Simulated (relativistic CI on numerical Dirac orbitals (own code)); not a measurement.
Ligand-field terms of d7

Computed with a parametric ligand-field model of a d^n configuration (Racah B and C, spin-orbit zeta, crystal field), exact diagonalisation.

Field parameters in Wybourne normalisation: D3d B²₀ = −7Dσ, B⁴₀ = −14Dq − 21Dτ, B⁴₃ = −14√(10/7) Dq; D4h B²₀ = −7Ds, B⁴₀ = 21(Dq − Dt), B⁴₄ = 21√(5/14) Dq; Oh B⁴₀ = 21Dq, B⁴₄ = √(5/14) B⁴₀; Td as Oh with Dq negative (B⁴₀ = 21Dq, B⁴₄ = √(5/14) B⁴₀). The field is a parameter set, without covalency.

**Question.** Ground term and bands for B = 980, C = 4050, ζ = 0 cm⁻¹, D4h, 10Dq = 25300, Ds = 3000, Dt = 800 cm⁻¹?

**Answer.** Ground term 2A1 with 1.03 electrons in the two orbitals of the cubic e set. Spin-allowed: 2B1 15070 cm⁻¹ (664 nm), 2E 16598 cm⁻¹ (602 nm), 2A2 22433 cm⁻¹ (446 nm), 2B2 23749 cm⁻¹ (421 nm). Lowest spin-forbidden: 4A2 5810 cm⁻¹ (1721 nm), 4E 9959 cm⁻¹ (1004 nm), 4B2 22940 cm⁻¹ (436 nm).

**Question.** Ground term and bands for B = 980, C = 4290, ζ = 0 cm⁻¹, D3d, 10Dq = 25100, Dσ = -1200, Dτ = 290 cm⁻¹?

**Answer.** Ground term 2E with 1.05 electrons in the two orbitals of the cubic e set. Spin-allowed: 2A2 23098 cm⁻¹ (433 nm), 2E 23787 cm⁻¹ (420 nm), 2A1 24337 cm⁻¹ (411 nm), 2E 24552 cm⁻¹ (407 nm). Lowest spin-forbidden: 4A2 5894 cm⁻¹ (1697 nm), 4E 6075 cm⁻¹ (1646 nm), 4A1 29915 cm⁻¹ (334 nm).

**Question.** Ground term and bands for B = 310, C = 1380, ζ = 0 cm⁻¹, D3d, 10Dq = 12950, Dσ = -670, Dτ = 230 cm⁻¹?

**Answer.** Ground term 2E with 1.04 electrons in the two orbitals of the cubic e set. Spin-allowed: 2A2 12844 cm⁻¹ (779 nm), 2E 13059 cm⁻¹ (766 nm), 2A1 13244 cm⁻¹ (755 nm), 2E 13342 cm⁻¹ (750 nm). Lowest spin-forbidden: 4E 7404 cm⁻¹ (1351 nm), 4A2 7495 cm⁻¹ (1334 nm), 4A1 20572 cm⁻¹ (486 nm).

**Question.** Ground term and bands for B = 550, C = 1970, ζ = 0 cm⁻¹, Oh, 10Dq = 6000 cm⁻¹?

**Answer.** Ground term 4T1 with 2.07 electrons in the two orbitals of the cubic e set. Spin-allowed: 4T2 5268 cm⁻¹ (1898 nm), 4A2 11268 cm⁻¹ (887 nm), 4T1 12785 cm⁻¹ (782 nm). Lowest spin-forbidden: 2E 3803 cm⁻¹ (2630 nm), 2T1 8796 cm⁻¹ (1137 nm), 2T2 8984 cm⁻¹ (1113 nm).

**Question.** Ground term and bands for B = 930, C = 3380, ζ = 0 cm⁻¹, Td, 10Dq = -1450 cm⁻¹?

**Answer.** Ground term 4A2 with 4.00 electrons in the two orbitals of the cubic e set. Spin-allowed: 4T2 1450 cm⁻¹, 4T1 2584 cm⁻¹, 4T1 15716 cm⁻¹ (636 nm). Lowest spin-forbidden: 2E 14985 cm⁻¹ (667 nm), 2T1 15158 cm⁻¹ (660 nm), 2A1 15310 cm⁻¹ (653 nm). With an A2 ground term the first spin-allowed band lies at |10Dq| itself.
